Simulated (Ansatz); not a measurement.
Consider the formal exchange of groups at a Ga–N bond: `[CH3][Ga]([NH2])[NH2]` + `CON` → `C[O][Ga]([CH3])[NH2]` + `NN`.

Program: Ansatz. Geometries: PBE0-D4/def2-TZVP. ΔE: electronic, gas phase. CCSD(T)/CBS is the MP2 limit (def2-TZVPP, def2-QZVPP) plus CCSD(T) − MP2 in def2-TZVPP, frozen cores. This one scheme is used for every species. DFT in def2-TZVPP. For Ga outer-core shells are correlated without core-valence functions, which leaves a few kJ/mol of doubt a bond. Scalar relativity is left out up to krypton. Each species was taken in one conformer, which may not be the lowest.

`[CH3][Ga]([NH2])[NH2]`:

Cartesian coordinates in Å:
```
C 1.501 0.267 0.907
Ga -0.158 -0.024 -0.090
N -0.840 -1.693 -0.363
N -1.117 1.351 -0.803
H 1.636 1.321 1.153
H 2.362 -0.058 0.319
H 1.498 -0.307 1.836
H -1.620 -1.885 -0.969
H -0.332 -2.531 -0.141
H -0.915 2.316 -0.609
H -2.016 1.243 -1.240
```

`CON`:

Cartesian coordinates in Å:
```
C 1.012 -0.158 -0.029
O -0.120 0.368 0.618
N -1.265 0.082 -0.167
H 1.155 0.293 -1.017
H 0.940 -1.245 -0.144
H 1.863 0.086 0.610
H -1.890 -0.414 0.463
H -1.694 0.989 -0.334
```

`C[O][Ga]([CH3])[NH2]`:

Cartesian coordinates in Å:
```
C -0.391 1.507 1.667
O 0.186 1.311 0.407
Ga 0.133 -0.272 -0.434
C 0.984 -0.419 -2.178
N -0.734 -1.581 0.479
H 0.063 0.873 2.442
H -1.473 1.315 1.671
H -0.242 2.550 1.969
H 0.703 0.432 -2.801
H 0.699 -1.340 -2.688
H 2.069 -0.405 -2.065
H -0.849 -2.522 0.146
H -1.148 -1.450 1.385
```

`NN`:

Cartesian coordinates in Å:
```
N 0.355 0.358 -0.543
N 0.052 -0.524 0.521
H -0.473 0.778 -0.952
H 0.940 1.099 -0.182
H -0.793 -0.263 1.018
H -0.080 -1.449 0.137
```

Task: Is it downhill or uphill in electronic energy at CCSD(T)/CBS, and by how much? (Best estimate.)

Result: The calculation gave: Downhill: ΔE = -59.2 kJ/mol.

Task: What do these levels give: revPBE-D4, r2SCANh-D4, PBE, HF/def2-TZVPP, CCSD/def2-TZVPP, HF/def2-QZVPP? (Best estimate.)

Result: Computed: revPBE-D4 -58.7, r2SCANh-D4 -60.2, PBE -56.7, HF/def2-TZVPP -68.4, CCSD/def2-TZVPP -61.7, HF/def2-QZVPP -68.6 kJ/mol.

Largest T1 diagnostic among the species: 0.013.

From PBE to PBE0 (25 % exact exchange), in def2-TZVPP and without D4, ΔE moves by −3.6 kJ/mol. In def2-TZVPP, CCSD(T) changes the Hartree–Fock value by +8.1 kJ/mol (the triples alone add +1.4 kJ/mol) and MP2 by +4.6 kJ/mol.
